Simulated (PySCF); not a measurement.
Job file and geometry (Å, from GFN2-xTB) of an NMR shielding run on `CC[C@@H]1C[Se]C[C@H](F)O1`, C₆H₁₁FOSe, PySCF 2.14.0, density-fitted response routines, GIAO PBE0/pcSseg-1 NMR shielding, non-relativistic, gas phase; density fitting, a coarse starting grid and PySCF grid level 2 are the driver's defaults:

```
{"job": {"kind": "nmr", "xc": "PBE0", "basis": "pcSseg-1"}, "charge": 0, "multiplicity": 1}
C      2.571413    -0.106211    -0.137148
C      1.170645     0.328397    -0.549093
C      0.250021     0.506909     0.662404
C     -0.118963    -0.840203     1.310271
Se    -2.066811    -1.053357     1.444079
C     -2.264900    -0.556978    -0.435767
C     -1.800674     0.890476    -0.566340
F     -1.301282     1.069370    -1.853537
O     -0.895347     1.312798     0.369019
H      3.196690    -0.225056    -1.018160
H      2.550287    -1.053105     0.397381
H      3.027878     0.640383     0.508413
H      0.744470    -0.402270    -1.240153
H      1.225712     1.284276    -1.073435
H      0.763761     1.129549     1.403451
H      0.238881    -1.680983     0.710787
H      0.285197    -0.927805     2.317859
H     -3.302645    -0.670219    -0.742471
H     -1.635399    -1.223769    -1.029665
H     -2.644084     1.588476    -0.480932
```

Question: Write the output of this run.

Answer: 
```
coarse grid: 76088 points
cycle   1  E = -2810.7219663868  dE =  1.313e-01  |g| = 9.823e-01  |ddm| = 4.065e+00
cycle   2  E = -2810.6547054800  dE =  6.726e-02  |g| = 1.072e+00  |ddm| = 1.211e+00
cycle   3  E = -2810.8248612295  dE = -1.702e-01  |g| = 1.910e-01  |ddm| = 8.301e-01
cycle   4  E = -2810.8302121286  dE = -5.351e-03  |g| = 5.307e-02  |ddm| = 1.445e-01
cycle   5  E = -2810.8306755080  dE = -4.634e-04  |g| = 1.397e-02  |ddm| = 5.024e-02
cycle   6  E = -2810.8307190384  dE = -4.353e-05  |g| = 3.734e-03  |ddm| = 1.657e-02
cycle   7  E = -2810.8307213882  dE = -2.350e-06  |g| = 1.093e-03  |ddm| = 3.401e-03
final grid: 162232 points
cycle   8  E = -2810.8307170045  dE = -9.273e-09  |g| = 1.512e-03  |ddm| = 3.357e-03
cycle   9  E = -2810.8307165887  dE =  4.159e-07  |g| = 2.189e-03  |ddm| = 2.433e-03
cycle  10  E = -2810.8307174119  dE = -8.232e-07  |g| = 1.740e-04  |ddm| = 1.467e-03
cycle  11  E = -2810.8307174184  dE = -6.487e-09  |g| = 2.373e-05  |ddm| = 1.720e-04
cycle  12  E = -2810.8307174185  dE = -8.549e-11  |g| = 6.037e-06  |ddm| = 1.997e-05
converged SCF energy = -2810.8307174185

GIAO shielding tensors (ppm)
atom      isotropic    diamagn.    paramagn.     s11        s22        s33       span
  0 C      173.902     246.536     -72.634    162.266    171.362    188.079     25.814
  1 C      148.291     249.171    -100.880    136.240    142.944    165.689     29.449
  2 C      113.136     244.783    -131.647     85.983    101.778    151.648     65.665
  3 C      148.924     248.487     -99.563    128.416    150.240    168.117     39.701
  4 Se    1697.326    2996.282   -1298.956   1357.434   1660.055   2074.488    717.054
  5 C      151.776     251.986    -100.210    133.457    151.755    170.116     36.659
  6 C       75.951     236.856    -160.905     46.134     70.958    110.761     64.627
  7 F      299.264     477.356    -178.091    223.576    319.504    354.713    131.137
  8 O      207.621     396.987    -189.366    142.523    183.548    296.792    154.270
  9 H       30.503      27.767       2.736     25.605     27.465     38.440     12.836
 10 H       30.947      29.700       1.247     25.713     31.229     35.900     10.187
 11 H       30.976      29.011       1.964     26.546     28.559     37.822     11.276
 12 H       30.411      32.612      -2.201     25.585     32.260     33.387      7.802
 13 H       29.560      31.637      -2.077     23.786     30.449     34.444     10.658
 14 H       27.818      31.930      -4.113     24.016     26.781     32.657      8.640
 15 H       28.952      30.922      -1.970     21.603     29.295     35.959     14.355
 16 H       28.837      29.975      -1.138     22.932     27.358     36.223     13.291
 17 H       28.942      28.946      -0.003     23.500     26.405     36.922     13.422
 18 H       29.101      30.746      -1.644     25.108     26.831     35.366     10.258
 19 H       25.698      27.718      -2.020     22.452     23.811     30.831      8.379
```

Relativistic effects, spin–orbit coupling among them, are left out; they matter for Se and for the light atoms bonded to it.

Size and cost of the density-fitted run: 232 basis functions, 50 s wall time on 1 thread of an Arm Neoverse V1, shared host.
